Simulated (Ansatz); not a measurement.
```yaml
crystal:
  periodic: [false, false, false]
  atoms:
    - {symbol: B, position_ang: [-0.882459, 1.310353, 0.309385]}
    - {symbol: N, position_ang: [0.001038, 0.226896, 0.043608]}
    - {symbol: B, position_ang: [1.384716, 0.026424, -0.087631]}
    - {symbol: Si, position_ang: [0.234271, -1.504371, -0.303688]}
    - {symbol: H, position_ang: [-2.063473, 1.120342, 0.350147]}
    - {symbol: H, position_ang: [-0.418537, 2.400431, 0.488221]}
    - {symbol: H, position_ang: [2.337244, 0.731989, -0.016787]}
    - {symbol: H, position_ang: [-0.171514, -2.408763, 0.799031]}
    - {symbol: H, position_ang: [-0.332785, -1.949600, -1.599387]}
basis:
  gaussian: {orbitals: cc-pVTZ, nuclear_model: gaussian}
hamiltonian: {xc: {name: revPBE}, dispersion: d3bj}
accuracy: high
outputs: {forces: true}
output: {forces: true}
```

```sh
$ ansatz run in.yaml --threads 2 --pin off --events-out ev --progress --plain --max-ram 4352MiB
```

It prints (some lines left out):

```
Error: YAML parse error: error: line 17 column 1: unknown field `outputs`, expected one of crystal, accuracy, basis, kpoints, hamiltonian, magnetization, projection, total_charge, correlation, batch, efield, external_charges, scf, relax, neb, saddle, md, ramp, phonons, dielectric, real_time, elastic, magnetic_configurations, gw, evaluate, workflow, output, checkpoint, execution
15 | hamiltonian: {xc: {name: revPBE}, dispersion: d3bj}
16 | accuracy: high
17 | outputs: {forces: true}
18 | output: {forces: true}
```

Q: Something in this input is off. What?

A: The input holds a key that doesn't belong there. The input was rejected before any iteration.
